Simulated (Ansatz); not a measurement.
# Abstraction of Cl: BCl3 + C2HCl2Si → BCl2 + C2HCl3Si

Species: BCl3 (boron trichloride) `ClB(Cl)Cl`, singlet; C2HCl2Si `C#C[Si](Cl)Cl`, doublet; BCl2 `Cl[B]Cl`, doublet; C2HCl3Si `C#C[Si](Cl)(Cl)Cl`, singlet. A radical takes Cl: the energy is the difference in strength between the B–Cl bond broken and the Si–Cl bond made.

Shapes, held fixed at every level: PBE0-D4/def2-TZVP. Programs: Ansatz 0.2.0. The zero-point and thermal change to 298 K, harmonic and unscaled (PBE0-D4/def2-TZVP), is -1.0 kJ/mol.

```
               level                    kind  ΔH(298 K) (kJ/mol)  less CCSD(T)/CBS estimate
        MP2/def2-SVP     perturbation theory               +40.2                      +13.0
         HF/def2-SVP            Hartree–Fock               +34.0                       +6.8
       HF/def2-TZVPP            Hartree–Fock               +19.4                       -7.8
    SPW92/def2-TZVPP                     LDA               +54.2                      +27.0
 BHLYP-D4/def2-TZVPP           global hybrid               +29.7                       +2.5
  wB97X-V/def2-TZVPP  range-separated hybrid               +32.4                       +5.2
CCSD(T)/CBS estimate   coupled cluster or CI               +27.2                        0.0
```

The highest level, CCSD(T)/CBS estimate, gives ΔH(298 K) = +27.2 kJ/mol; the levels span +19.4 to +54.2. The column of differences is taken from that level and isn't an error. No measured value is set beside it here. Spin contamination: C2HCl2Si (⟨S²⟩ up to 0.80). Open shells run unrestricted. The CBS estimate extrapolates MP2 from def2-TZVPP and def2-QZVPP and adds CCSD(T) − MP2 in the triple-zeta set, cores frozen.
